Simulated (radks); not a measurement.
Spherical quantum dot in the effective-mass picture: electrons in a hard-walled sphere of radius 2.72, all in effective atomic units (hartree* = m*/eps^2 hartree, bohr* = eps/m* bohr), one dielectric constant everywhere. Method: non-relativistic Kohn-Sham, PBEsol, spin-polarised, spherical densities; computed with a radial shooting solver with Libxc functionals. Levels are named by radial order and angular momentum (1s, 1p, 1d, 2s, ...), and open shells are averaged over m. Results are scaled to m* = 0.076 and eps = 18, for which hartree* = 6.383 meV and bohr* = 12.53 nm.

N = 5, configuration 1s2 1p(up 3, down 0). This is the lowest configuration that the search found. Occupied and some empty levels:

| level | occupation | eigenvalue (meV) | <r> (nm) |
|---|---|---|---|
| 1s up | 1 | 19.053 | 19.03 |
| 1s down | 1 | 19.956 | 18.76 |
| 1p up | 3 | 22.581 | 21.26 |
| 1p down | 0 | 23.597 | 21.18 |
| 1d up | 0 | 27.611 | 22.74 |
| 1d down | 0 | 28.668 | 22.72 |
| 2s up | 0 | 32.247 | 16.34 |
| 2s down | 0 | 32.807 | 16.39 |
| 1f up | 0 | 33.937 | 23.83 |
| 1f down | 0 | 35.006 | 23.83 |

Energy (meV): total 66.6021, kinetic 35.796, external 0, Hartree 44.231, exchange-correlation -13.425.
